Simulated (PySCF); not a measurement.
Frontier levels across methods

Compound: C2H8AlN.
Z-matrix (Å and degrees, PBE0-D3(BJ)/def2-SVP geometry), rows numbered from 1:
```
C 
C   1  1.3431
Al  2  1.9758  1  122.16
N   3  2.0777  2   99.58  1   -97.97
H   1  1.0989  2  121.62  3    -0.73
H   1  1.0992  2  123.26  3  -179.87
H   2  1.1022  1  115.18  3   179.44
H   3  1.6074  2  118.78  1   155.85
H   3  1.6084  2  114.68  1     6.47
H   4  1.0208  3  112.89  2   177.04
H   4  1.0212  3  109.50  2    57.01
H   4  1.0209  3  111.62  2   -61.62
```

Basis pcSseg-2 throughout (PySCF), one geometry. Isolated species at its PBE0-D3(BJ)/def2-SVP geometry (one conformer only).

Task: How do the orbital energies, the gap and the dipole change with the method?

Result: 
```
   method                    kind  HOMO (eV)  LUMO (eV)  gap (eV)  μ (D)  SCF cycles
     BLYP                     GGA      -5.85      -1.41      4.44   5.21          15
     OPBE                     GGA      -5.89      -1.26      4.64   5.24          15
      PBE                     GGA      -5.95      -1.42      4.52   5.22          15
    B97-D                     GGA      -5.95      -1.29      4.66   5.25          14
      LDA                     LDA      -6.01      -1.56      4.45   5.25          14
      KT2                     GGA      -6.05      -1.45      4.60   5.11          15
     BP86                     GGA      -6.05      -1.37      4.68   5.25          15
      KT3                     GGA      -6.06      -1.54      4.51   5.12          15
    B97-2           global hybrid      -6.94      -0.60      6.35   5.27          13
    B3LYP           global hybrid      -6.99      -0.93      6.06   5.25          13
     PBE0           global hybrid      -7.19      -0.62      6.57   5.27          14
 mPW1PW91           global hybrid      -7.22      -0.61      6.60   5.28          13
BHandHLYP           global hybrid      -8.17      -0.02      8.15   5.29          12
CAM-B3LYP  range-separated hybrid      -8.55       0.13      8.67   5.29          12
  wB97X-D  range-separated hybrid      -9.07       1.13     10.20   5.31          13
       HF            Hartree–Fock      -9.55       1.77     11.32   5.37          11
  LC-wPBE  range-separated hybrid      -9.92       1.33     11.25   5.35          12
```

The HOMO spans 4.07 eV, from BLYP down to LC-wPBE, and the gap runs from 4.44 eV (BLYP) to 11.32 eV (HF). Over the methods BLYP (0 %), OPBE (0 %), PBE (0 %), B97-D (0 %), LDA (0 %), KT2 (0 %), BP86 (0 %), KT3 (0 %), B97-2 (21 %), B3LYP (20 %), PBE0 (25 %), mPW1PW91 (25 %), BHandHLYP (50 %), HF (100 %), a straight line through the gap against the share of exact exchange rises by 0.69 eV for each 10 % (correlation coefficient 0.997). The dipole ranges from 5.11 D (KT2) to 5.37 D (HF). This basis has no diffuse functions.

The vertical ΔSCF ionisation energy at CAM-B3LYP/def2-SVPD is 9.37 eV; −ε(HOMO) comes closest to it with HF (9.55 eV).
